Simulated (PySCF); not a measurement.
PBE0 on W⁻ (tungsten, charge -1), [Xe] 4f14 5d5 6s2, high-spin 6S determinant. All numbers are calculated (PySCF 2.14, a scalar-relativistic core potential, in aug-cc-pVTZ-PP with ECP60MDF (6s6p5d3f2g, 88 functions)).

```
cycle= 1 E= -67.3219639619161  delta_E= -0.0152  |g|= 0.0263  |ddm|=  1.1
cycle= 2 E= -67.3237775025066  delta_E= -0.00181  |g|= 0.0332  |ddm|= 0.296
cycle= 3 E= -67.3246002399581  delta_E= -0.000823  |g|= 0.00605  |ddm|= 0.112
cycle= 4 E= -67.3248697894288  delta_E= -0.00027  |g|= 0.000816  |ddm|= 0.159
cycle= 5 E= -67.3248756051252  delta_E= -5.82e-06  |g|= 7.33e-05  |ddm|= 0.0207
cycle= 6 E= -67.3248756445612  delta_E= -3.94e-08  |g|= 2.21e-05  |ddm|= 0.00157
cycle= 7 E= -67.3248756451992  delta_E= -6.38e-10  |g|= 3.89e-06  |ddm|= 0.000101
converged SCF energy = -67.3248756451992  <S^2> = 8.8424459  2S+1 = 6.0307366
```

Highest occupied orbital energy: 0.664 eV; ⟨L²⟩ = 0.00; populations by l: s 4.00, p 6.00, d 5.00, f 0.00.

Can this result be used?

With care. The calculation finished and met its thresholds. Energies and moments cover only the electrons outside the core potential. Spin-orbit coupling, which splits the p, d and f shells strongly at this Z, is absent. ⟨S²⟩ = 8.84 against 8.75 shows spin contamination. At PBE0 the highest occupied level has a positive energy, so only the finite basis holds that electron; in a semilocal or global hybrid functional this comes from self-interaction and does not mean that the real anion is unbound.
